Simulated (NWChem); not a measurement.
CH4MgS2; SMILES [Mg]([SH])[S]C

```xyz
8

Mg     0.2539    -0.4607    -0.0237
S     -0.1193    -2.7520    -0.0502
H     -0.0910    -2.8161     1.3133
S      0.6181     1.8274    -0.0083
C     -1.0998     2.5132    -0.0105
H     -1.6572     2.2442    -0.9284
H     -1.0000     3.6151     0.0183
H     -1.6795     2.1995     0.8789
```
Atoms are numbered in this order, from 1.

All runs use the structure optimised with PBE-D3(BJ)/def2-SVP.

Q: List the 4 lowest vertical singlet excitations from LDA (Slater exchange, VWN5)/6-31+G* (spherical d), full TDDFT (NWChem).

A: 
```
state  energy (eV)  oscillator strength  leading excitation (squared amplitude)
-----  -----------  -------------------  --------------------------------------
S1            3.27                0.019                      HOMO → LUMO (1.00)
S2            3.80                0.034                    HOMO−1 → LUMO (1.00)
S3            4.06                0.001                    HOMO → LUMO+1 (0.99)
S4            4.27                0.035                    HOMO−2 → LUMO (0.55)
```
